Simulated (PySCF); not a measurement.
Terephthalaldehyde, C8H6O2.
Z-matrix (Å and degrees, PBE0-D3(BJ)/def2-SVP geometry), rows numbered from 1:
```
O 
C   1  1.2040
C   2  1.4830  1  124.28
C   3  1.4002  2  119.64  1     0.15
C   4  1.3881  3  119.65  2  -179.96
C   5  1.4010  4  120.02  3    -0.00
C   6  1.4829  5  120.05  4  -179.95
O   7  1.2039  6  124.27  5   179.83
C   6  1.4003  5  120.31  4     0.01
C   9  1.3881  6  119.68  5    -0.01
H   2  1.1200  1  121.18  3   179.96
H   4  1.0921  3  118.40  2     0.04
H   5  1.0938  4  120.51  3  -179.99
H   7  1.1200  6  114.55  5    -0.21
H   9  1.0921  6  118.38  5  -180.00
H  10  1.0938  3  119.49  2    -0.03
```

Linear response at CAM-B3LYP/def2-SVPD (PySCF, frozen core in the response, non-relativistic).

Static isotropic polarisability: 102.03 au (15.12 Å³), principal values 54.3, 101.6, 150.1 au.

Q: What is the polarisability at 1064 nm and at the sodium D line?

A: 103.75 au at 1064 nm (+1.7 %), 108.22 au at 589.3 nm (+6.1 %). The rise at 589.3 nm is 3.59 times that at 1064 nm; a pure ω² law gives 3.26. The lowest singlet lies at 335 nm, shorter than both wavelengths.

Q: What is the isotropic C6 coefficient between two such molecules, C6 = (3/π)∫α(iω)² dω?

A: 3705 au (Eh·bohr⁶) by a ten-point quadrature over imaginary frequencies, which is 2210 eV·Å⁶ or 214 J·nm⁶/mol.

Q: Which effective excitation energy ω̄ makes London's formula C6 = (3/4)α²ω̄ exact here?

A: ω̄ = 4·C6/(3α²) = 0.474 Eh = 12.9 eV. A one-pole form α(ω) = α/(1 − ω²/ω̄²) fitted to the 1064 nm value gives 9.0 eV.

Q: What does −C6/R⁶ come to at R = 12 Å between centres?

A: -72 J/mol. This is the leading, orientation-averaged term; C8 and higher terms are left out.

Q: What n − 1 at the D line would an ideal gas of it have at 273.15 K and 1 atm (2.6868 × 10¹⁹ cm⁻³), by n − 1 = 2π·N·α′?

A: 27.07 × 10⁻⁴, a formal value whether or not that pressure can be reached.

Q: How many electrons N does the Slater–Kirkwood formula C6 = (3/4)·√N·α^(3/2) need to give this C6?

A: N = (4·C6/3)²/α³ = 23.0; the species has 70 electrons in all.

Q: The lowest 6 singlets have (eV, f): 3.70, 0.000; 3.76, 0.000; 4.62, 0.035; 4.97, 0.432; 6.53, 0.291; 6.53, 0.000. What share of the static polarisability do they carry in the sum over states α = Σ f/ω²?

A: 19.26 au, 18.9 % of α; the largest term, 12.98 au, is that of the state at 4.97 eV. Their oscillator strengths add up to 0.76. Higher states carry the rest.

Q: What molar refraction at the D line follows from R = (4π/3)·N_A·α′, with α′ the polarisability volume?

A: α′ = 16.04 Å³ gives R = 40.45 cm³/mol, for isolated, non-vibrating species.

One conformer stands for the species.
